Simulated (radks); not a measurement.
Values are calculated unless marked as measured or tabulated.
Polarisability of neutral titanium, [Ar] 3d2 4s2, at imaginary frequency. Code: a radial shooting solver on a logarithmic mesh with Libxc functionals. Model: non-relativistic Kohn-Sham, LDA (Slater exchange, VWN5 correlation), spin-polarised, spherical densities, point nucleus; open shells are filled with parallel spins first. Response by self-consistent Sternheimer equations with the Hartree and adiabatic LDA kernel.

| w (hartree) | alpha1(iw) (bohr^3) |
|---|---|
| 0.00266 | 97.87 |
| 0.0143 | 96.94 |
| 0.0360 | 92.09 |
| 0.0697 | 79.53 |
| 0.118 | 59.74 |
| 0.186 | 39.26 |
| 0.280 | 23.76 |
| 0.413 | 13.96 |
| 0.605 | 8.202 |
| 0.892 | 4.831 |
| 1.35 | 2.777 |
| 2.12 | 1.464 |
| 3.59 | 0.6474 |
| 6.94 | 0.2157 |
| 17.5 | 0.04463 |

Static values: alpha1 = 97.91 bohr^3 (14.51 angstrom^3; uncoupled 186.9). C6 = 1108, triple-dipole C9 = 78530 atomic units. One-pole (London) frequency 4 C6 / (3 alpha1^2) = 0.154 hartree, against 0.157 for minus the highest occupied eigenvalue. The dipole shielding factor is 1.000, as the force sum rule N/Z = 1.000 demands. Recommended static value: 87 bohr^3 (Schwerdtfeger and Nagle, 2023 table).
